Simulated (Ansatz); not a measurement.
Ansatz (a first-principles code) input (PBE0/def2-QZVPP):
A basis named .json is the Basis Set Exchange file of that set.

Ansatz 0.2 input:
```yaml
crystal:
  periodic: [false, false, false]
  atoms:
    - {symbol: C, position_ang: [-1.27726357, 0.52594684, 0.08080233]}
    - {symbol: C, position_ang: [-1.07437100, -0.85180271, -0.00518578]}
    - {symbol: N, position_ang: [0.14310714, -1.39838559, -0.08476388]}
    - {symbol: C, position_ang: [1.17666305, -0.59810344, -0.08085814]}
    - {symbol: N, position_ang: [1.04697866, 0.74328450, 0.00014731]}
    - {symbol: C, position_ang: [-0.16333249, 1.33070628, 0.08174717]}
    - {symbol: H, position_ang: [-2.26719343, 0.95312950, 0.14453253]}
    - {symbol: H, position_ang: [-1.91135826, -1.54022777, -0.01062920]}
    - {symbol: H, position_ang: [2.18208924, -0.99606322, -0.14355622]}
    - {symbol: H, position_ang: [1.88370071, 1.31895559, -0.00077190]}
    - {symbol: H, position_ang: [-0.18801480, 2.40943177, 0.14370733]}
basis:
  gaussian:
    orbitals: def2-QZVPP.json
hamiltonian:
  xc: {name: PBE0}
total_charge: 1
```

Output:

```
Functional definition: PBE0
integrals: 0.64 GiB planned
1340 factors; their error is unknown
0.81 GiB of the device are held for the grids
3.03 GiB of device memory are held for the factors and their scratch space
mean field: 4.65 GiB planned
mean field evaluation 1: about -7184.6663 eV, gradient 7.6e1 eV
mean field evaluation 2: about -7180.5806 eV, gradient 8.6e1 eV
mean field evaluation 4: about -7196.6599 eV, gradient 8.1e0 eV
mean field evaluation 8: about -7196.8015 eV, gradient 2.4e-1 eV
mean field evaluation 16: about -7196.8078 eV, gradient 5.2e-5 eV
mean field -7196.80777526 eV, -264.4778075692 hartree, gradient 2.6e-5 eV, S^2 0.000000; 0 other end points of the search recorded, 0 dependent functions left out
reference -7196.80780971 eV, -264.4778088353 hartree; 21, 21 occupied and 471, 471 virtual orbitals, 1340 factors
Total energy: -7196.80780971 eV, -264.4778088353 hartree
```

It need not be the lowest isomer of its formula.
